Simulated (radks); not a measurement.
Task: Species: the lead ion Pb2+. Configuration: [Hg]. Method: scalar-relativistic Kohn-Sham, LDA (Slater exchange, Perdew-Wang correlation), spin-unpolarised, spherical densities, finite nucleus; Fermi nuclear charge, rms radius 5.5012 fm; computed with a radial shooting solver on a logarithmic mesh with Libxc functionals. Some entries of the table are withheld. Estimate them.

orbital  occ.  eigenvalue (hartree)  <1/r> (bohr^-1)
1s          2             -3234.750            101.2
2s          2             -579.1908            23.77
2p          6             -497.3366            20.90
3s          2             -139.4997            8.810
3p          6             -116.0164            7.976
3d         10             -91.95744            7.487
4s          2             -32.03400              (1)
4p          6             -24.33151            3.413
4d         10                   (2)            3.069
5s          2              -5.92453            1.601
4f         14              -5.52005            2.676
5p          6              -3.78063            1.369
5d         10              -1.39946            1.014
6s          2              -1.02385           0.5880
6p          0              -0.64281           0.4573
7s          0              -0.32997           0.2582
6d          0                   (3)           0.2869
5f          0              -0.15652              (4)

Result: 
(1) 4s <1/r> (bohr^-1): 3.797
(2) 4d eigenvalue (hartree): -15.39453
(3) 6d eigenvalue (hartree): -0.28965
(4) 5f <1/r> (bohr^-1): 0.2025
